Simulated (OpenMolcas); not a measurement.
**What dynamic correlation does to the levels of Ho**

```yaml
Program: OpenMolcas 26.06
Basis: ANO-RCC-VQZP [9s8p6d4f3g2h]
Scalar_Hamiltonian: DKH2, point nucleus
Active_space: 11 electrons in 7 orbitals (4f)
State_averaging: 2S+1 = 4 odd, 35 roots (30 in the spin-orbit step); 2S+1 = 2 odd, 112 roots (43 in the spin-orbit step)
Spin-orbit_coupling: state interaction with AMFI integrals over the reference wave functions, term energies averaged over their components
```

Methods on the same reference wave functions:
A. CASSCF
B. SS-CASPT2, IPEA 0.25 Eh, imaginary shift 0.1 Eh (closed shells correlated: 5s 5p 6s)

Energies in cm-1 above 4f11 6s2 4I* 15/2, the measured ground level; measured values from NIST Handbook of Basic Atomic Spectroscopic Data.

```
                   Level      A      B  Measured
       4f11 6s2 4I* 15/2    0.0    0.0       0.0
       4f11 6s2 4I* 13/2   5546   5600      5420
       4f11 6s2 4I* 11/2   9135   8840      8605
 4f11 6s2 4I* 9/2 [60 %]  11564  10720     10696
 4f11 6s2 4F* 9/2 [63 %]  17351  13870          
4f11 6s2 2H* 11/2 [68 %]  20493  17530          
 4f11 6s2 4S* 3/2 [72 %]  21392  17130          
        4f11 6s2 4F* 7/2  22668  18720          
        4f11 6s2 4F* 5/2  24687  20580          
 4f11 6s2 4F* 3/2 [65 %]  24728  20480          
       4f11 6s2 2K* 15/2  29753  26660          
       4f11 6s2 4G* 11/2  29977  25020          
 4f11 6s2 2G* 7/2 [71 %]  30325  26250          
 4f11 6s2 4G* 9/2 [60 %]  30526  25920
```

Deviations, from unrounded energies. A percentage is the sum of absolute deviations over the sum of measured energies, with the sign that they share, or ± where signs differ.

```
                  Against measurement  Levels     A     B
       mean absolute deviation (cm-1)       3   510   140
fine structure of the ground term (%)       3  +6.2  +1.8
```

B lies closest to measurement on these levels. The largest miss of B in the table is 4f11 6s2 4I* 11/2, by +230 cm-1. The ranking rests on the paired levels alone, and a cruder setting can come out closer through cancelling errors.

From A to B the spin-free energies of the other terms of 4f11 6s2 shown, above 4I*, scale by factors of 0.76 to 0.87, as is usual when dynamic correlation screens the repulsion within a d or f shell.

The lowest spin-free term lies below A's lowest term by 1.123 hartree in B.

CASPT2 breaks the degeneracy within a term, and the mean is taken; among the terms shown or strongly mixed into the levels shown the widest spread is 770 cm-1 (4f11 6s2 4I*, B). High states are left out of the spin-orbit mixing, which shifts the levels that they would mix with. With the s shell closed, the reference lacks s² → p² mixing. Without dynamic correlation excited terms often stand tens of per cent too high (terms of higher spin than the ground term too low), and those without a measured partner can miss by more than the paired ones (holds for A). The CASPT2 spread within a term exceeds the gap to the next term for 4f11 6s2 4F* and 4f11 6s2 4S*, so the order of their levels is uncertain, and so are names and mixing where such terms share a J (holds for B). Computed and measured levels are paired by configuration, term and J; levels that our copy of the source lacks, or whose pairing is in doubt (as where it misses far off the trend of its configuration), stay unpaired and out of the deviations. Only configurations of the active space appear. Levels that lie high or do not pair safely by name in every column are left out.

A share in square brackets marks a mixed level and gives the weight of the term that names it, the lowest over the columns. * marks odd parity.
